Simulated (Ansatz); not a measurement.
Relaxed structures of CH2OTe, closed shell (PBE0-D4/def2-TZVP; forces vanish, vibrations not checked; lower isomers may exist, and structures with a doubtful reference or unclear bonds are left out; Å). Ansatz 0.2.0; basis: def2-TZVPP; cores frozen in the correlated methods. Filled d shells of the heavier atoms are correlated. Core potentials replace the inner electrons of the atoms past krypton. The def2 sets are not built for correlating such inner shells, so the correlated values are less sure here.

Question: Rank them by CCSD(T) energy, lowest first, and give each one's height above the lowest. Links in brackets join atoms within 1.22 times the sum of their covalent radii (1.1 for two metals). (To be estimated.)
A.
CH₂OTe ([CH2][O][Te])
```
5
angstrom
C -0.1170 0.5408 -0.2849
O -0.3218 -0.6705 -0.2115
Te 0.5122 -2.0108 1.1526
H -0.6389 1.0994 -1.0643
H 0.5655 1.0410 0.4081
```
B.
CH₂OTe ([CH2]1[O][Te]1)
```
5
angstrom
C -0.0197 0.3376 -0.1440
O -0.7906 -0.2279 0.8119
Te 0.5779 -1.6677 0.2843
H -0.4654 0.4659 -1.1303
H 0.6978 1.0920 0.1782
```
C.
CH₂OTe ([OH][CH][Te])
```
5
angstrom
C 0.0754 -0.1029 0.3921
O -1.1227 -0.1179 0.9554
Te 1.0247 -1.7038 -0.2388
H -1.4012 0.7770 1.1891
H 0.5236 0.8873 0.2941
```

Answer: The calculation gives: C (0.0 kJ/mol), B (47.2 kJ/mol), A (97.6 kJ/mol). Heights count from the lowest.

No T1 diagnostic of these runs exceeds 0.025. The restricted Hartree–Fock reference is unstable towards an unrestricted one at one or more of these structures.

For scale, one of the runs: CCSD(T)/def2-TZVPP, 140 basis functions, launched by `ansatz run in.yaml --threads 2 --pin off --events-out ev --progress --plain --max-ram 4352MiB`. Hardware: 2 CPU threads of an Arm Neoverse V2, shared host. Wall time 24 s; peak host memory 0.96 GiB.
